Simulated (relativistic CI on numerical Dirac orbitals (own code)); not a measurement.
## Main line and satellite in the 2p photoemission of Ni⁺: a two-state model

Problem. An octahedral Ni⁺ site (d9) has Δ = 2.5, V(eg) = 2.15, 10Dq = 1.1, 10Dq(ligand) = 1.2 and a core-hole attraction U_cd = 9.1 eV. Δ is defined between configuration averages. Find the d count, the distance of the satellite and its intensity.

Working.
1. The hole has eg symmetry. Its energy is −0.6 × 10Dq in d9 and Δ − 0.6 × 10Dq(ligand) in d10L, so the gap is Δ' = 2.44 eV.
2. Ground state cos θ |d9⟩ − sin θ |d10L⟩ with tan 2θ = 2V/Δ', θ = 30.2°: weights 0.747 and 0.253, n_d = 9.253.
3. The core hole pulls d10L down by U_cd: the gap becomes Δ' − U_cd = -6.66 eV, the hopping is V' = 2.15 eV, and tan 2θ' = 2V'/(Δ' − U_cd) gives θ' = 73.6°.
4. The two final states lie W = √[(Δ' − U_cd)² + 4V'²] = 7.93 eV apart. The lower, mostly d10L, is the main line.
5. In the sudden approximation the intensities are cos²(θ' − θ) and sin²(θ' − θ), so satellite/main = tan²(43.4°) = 0.89.

Check. The full cluster calculation (with spin-orbit coupling and 2p-3d multiplets, which spread the d9 satellite) gives n_d = 9.253; in its broadened 2p3/2 spectrum, cut halfway, the centroids lie 7.96 eV apart with an area ratio of 0.89.
